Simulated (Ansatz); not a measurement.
Spectroscopic constants of InO, multiplicity 2 (lowest of 2S+1 = 2, 4 at CCSD(T)/def2-TZVPP on PBE0 minima; our sources give no spin for the ground state, which may be another). No spin–orbit coupling.

Seven points along R, fitted to fifth degree in 1/R; most abundant isotopes. In def2 and cc sets the state is the lowest found near the PBE0 minimum, followed along R.

The values were computed with Ansatz (an electronic-structure program). Values without a source in brackets are computed. In def2 rows elements past Kr take small-core potentials, without spin–orbit coupling.

Energies at wB97M-V/def2-TZVPP:

```csv
R (Å),E (hartree)
1.789015,-265.25711622
1.837106,-265.26226899
1.881351,-265.26482732
1.931366,-265.26579737
1.981382,-265.26521496
2.039092,-265.26310772
2.106421,-265.25924517
```

Question: With a reduced mass of 14.0404 u, find the minimum, the force constant and the constants.

Answer: A fifth-degree polynomial in 1/R puts the minimum at r_e = 1.9353 Å with force constant 263 N/m. Then ω_e = (1/2πc)√(k/μ) = 564 cm⁻¹ and B_e = h/(8π²cμr_e²) = 0.3206 cm⁻¹; the cubic and quartic terms give α_e = 0.0029 and ω_e x_e = 3.1 cm⁻¹.
